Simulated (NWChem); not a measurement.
System: C2H3O2, doublet; SMILES CO[C]=O

```xyz
7

C      0.4796     1.3324     0.0865
O     -0.6191     0.4648     0.4126
C     -0.5138    -0.7786     0.0265
O      0.3558    -1.3296    -0.5611
H      0.6113     1.3823    -1.0038
H      0.2199     2.3184     0.4865
H      1.4051     0.9612     0.5494
```
Atoms are numbered in this order, from 1.

Level: PBE0/def2-SVP, spin-unrestricted (NWChem), optimised geometry, unscaled harmonic frequencies. 

| frequency (cm⁻¹) | IR intensity (km/mol) |
|---|---|
| 87 | 0.1 |
| 272 | 9.7 |
| 395 | 5.4 |
| 777 | 3.8 |
| 958 | 28.7 |
| 1154 | 0.6 |
| 1178 | 16.5 |
| 1241 | 174.0 |
| 1447 | 2.2 |
| 1458 | 12.2 |
| 1464 | 12.9 |
| 1935 | 330.8 |
| 3075 | 13.8 |
| 3181 | 8.9 |
| 3222 | 3.6 |

zero-point energy: 31.2 kcal/mol
thermal correction to the enthalpy at 298.15 K (with zero-point energy): 34.7 kcal/mol
heat capacity Cv: 13.1 cal/(mol K)
entropy at 298.15 K and 1 atm (symmetry number 1, electronic part: spin degeneracy alone): 69.7 cal/(mol K)
dipole moment: 2.67 D

Rigid rotor and harmonic oscillator; modes under 100 cm⁻¹ make the entropy uncertain.
